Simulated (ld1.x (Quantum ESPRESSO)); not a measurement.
## Cutoff test, Si (Z = 14), PAW

```
Element                 : silicon
Generator               : ld1.x (Quantum ESPRESSO) 7.5
Type                    : PAW
Functional              : LDA (PZ)
Relativity              : scalar-relativistic
Frozen core             : [Ne]
Valence charge          : 4
Reference configuration : 3s2 3p2
Partial waves           : 3s (bound): rcut 1.20, rcutus 1.55 bohr; 3s channel at 0.15 Ry: rcut 1.20, rcutus 1.55 bohr; 3p (bound): rcut 1.90, rcutus 2.45 bohr; 3p channel at 2.3 Ry: rcut 1.90, rcutus 2.45 bohr; 3d channel at 0.25 Ry: rcut 1.60, rcutus 2.05 bohr
Local potential         : all-electron potential smoothed inside 2.10 bohr (lloc = -2)
Core correction         : a·sin(br)/r model core inside 1.25 bohr
Augmentation charge     : PSQ, inside the norm-conserving radii
```

The pseudo-atom Hamiltonian at the reference potential is diagonalised in spherical Bessel functions j_l(qr) that vanish at 20 bohr, with q² up to the cutoff. All-electron valence levels (Ry): 3s -0.8000, 3p -0.3064.

Q: How do the lowest levels (Ry) of each channel move with the cutoff, and are there ghosts?

A:

```csv
cutoff (Ry),s #1,p #1,d #1,f #1,f #2,Σ f·Δε (mRy)
8,-0.7722,-0.3035,0.0566,0.1106,0.2361,61.4
10,-0.7867,-0.3056,0.0564,0.1106,0.2361,28.4
12,-0.7947,-0.3062,0.0563,0.1106,0.2361,10.9
18,-0.7997,-0.3064,0.0562,0.1106,0.2361,0.7
21,-0.7997,-0.3064,0.0562,0.1106,0.2361,0.6
25,-0.7998,-0.3064,0.0562,0.1106,0.2361,0.5
400,-0.8000,-0.3064,0.0562,0.1106,0.2361,0.0
```

Result: no extra level below or beside the all-electron valence levels (s, p, d, f tested); 10 mRy is reached at 15 Ry and 1 mRy at 18 Ry.
